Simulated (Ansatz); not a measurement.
`C=[N][GaH][CH3]` at its PBE0-D4/def2-TZVP geometry, where that method's forces vanish. Total charge 0; spin multiplicity 1.

| atom | x (Å) | y (Å) | z (Å) |
| --- | --- | --- | --- |
| C1 | 1.763 | 1.469 | 0.600 |
| N2 | 0.959 | 0.864 | -0.132 |
| Ga3 | 0.057 | -0.566 | -0.793 |
| C4 | -1.687 | -0.957 | 0.009 |
| H5 | 1.896 | 2.560 | 0.530 |
| H6 | 2.394 | 0.976 | 1.357 |
| H7 | 0.708 | -1.221 | -2.052 |
| H8 | -2.482 | -0.855 | -0.734 |
| H9 | -1.713 | -1.986 | 0.375 |
| H10 | -1.895 | -0.283 | 0.840 |

Question: For each bond, give half the difference of the two atoms' forces along it (eV/Å; positive pushes the atoms apart) under PBE-D4, r2SCAN-D4, B3LYP-D4, ωB97M-V in def2-TZVPP. (Estimate.)

Answer: Ansatz gave: 
| bond | length (Å) | PBE-D4 | r2SCAN-D4 | B3LYP-D4 | ωB97M-V |
| --- | --- | --- | --- | --- | --- |
| C1–N2 | 1.244 | 0.59 | 0.29 | 0.09 | 0.13 |
| C1–H5 | 1.102 | -0.03 | -0.07 | -0.10 | -0.14 |
| C1–H6 | 1.102 | -0.03 | -0.06 | -0.08 | -0.12 |
| N2–Ga3 | 1.816 | -0.16 | -0.13 | 0.11 | 0.08 |
| Ga3–C4 | 1.959 | -0.01 | 0.01 | 0.16 | 0.02 |
| Ga3–H7 | 1.561 | -0.05 | -0.11 | -0.13 | -0.14 |
| C4–H8 | 1.092 | 0.10 | -0.01 | -0.07 | -0.05 |
| C4–H9 | 1.093 | 0.12 | 0.00 | -0.06 | -0.05 |
| C4–H10 | 1.090 | 0.09 | -0.02 | -0.07 | -0.04 |

B3LYP here is the variant with VWN-RPA as its local correlation; programs differ in this.
